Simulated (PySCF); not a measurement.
**Mayer bond orders and bond lengths**

C2H9NO2Si3.
Numbering: `[N:1]#[C:2][Si@H:3]([SiH3:4])[O:5][CH2:6][O:7][SiH3:8]` (hydrogens: H9 on Si3; H10, H11, H12 on Si4; H13, H14 on C6; H15, H16, H17 on Si8)

Cartesian coordinates in Å at the GFN2-xTB level; atoms count from 1:
```
atom  x, y, z in Å
N1     0.6133    3.2510    0.8838
C2     0.9896    2.1766    1.0214
Si3    1.5244    0.3774    1.1476
Si4    2.0246   -0.4001   -0.9658
O5     0.3134   -0.4527    1.8871
C6    -0.9182   -0.6551    1.3354
O7    -0.9007   -0.3950   -0.0207
Si8   -2.2026   -0.2180   -0.9894
H9     2.4485    0.3208    2.2785
H10    3.4792   -0.3440   -1.1721
H11    1.6268   -1.7982   -1.1675
H12    1.4060    0.3894   -2.0356
H13   -1.6487   -0.0003    1.8378
H14   -1.2123   -1.7017    1.5117
H15   -3.0023   -1.4475   -0.9767
H16   -3.0334    0.8873   -0.5089
H17   -1.5145    0.0220   -2.2447
```

Bond orders from the PBE0/pcSseg-1 density (PySCF). Isolated species at its GFN2-xTB geometry (one conformer only).

**Question.** How far do the computed orders between heavy atoms stray from the drawn ones?

**Answer.** The largest departure is 0.232, at C2–Si3 (drawn single, 0.768). Drawn single, order below 0.88: C2–Si3 (0.768).

**Question.** Set the Mayer orders of the bonds between heavy atoms beside their lengths.

**Answer.** 
```csv
bond,drawn as,length (Å),Mayer order
N1–C2,triple,1.147,2.926
C2–Si3,single,1.881,0.768
Si3–Si4,single,2.307,0.906
Si3–O5,single,1.644,0.935
O5–C6,single,1.365,0.949
C6–O7,single,1.381,0.899
O7–Si8,single,1.632,0.880
```

Bonds between the same two heavy elements. O–Si: lowest O7–Si8 (0.880, 1.632 Å), highest Si3–O5 (0.935, 1.644 Å); in 1 of the 1 pairs the longer bond (by over 0.003 Å) has the higher order (by 0.02 or more). C–O: lowest C6–O7 (0.899, 1.381 Å), highest O5–C6 (0.949, 1.365 Å).

**Question.** And the bonds to hydrogen?

**Answer.** H–Si: 0.92 to 0.95 (7 bonds); C–H: 0.95 (2 bonds).

**Question.** Sum the orders of all bonds at each heavy atom with more than one neighbour and set the sums beside the valence in the SMILES.

**Answer.** C2 3.694 (drawn 4), Si3 3.551 (drawn 4), Si4 3.699 (drawn 4), O5 1.884 (drawn 2), C6 3.746 (drawn 4), O7 1.779 (drawn 2), Si8 3.680 (drawn 4). Orders between atoms that aren't bonded are not in these sums.

The Mayer order sums products of elements of PS (density times overlap matrix) between the two atoms' basis functions, so it depends on the basis set.
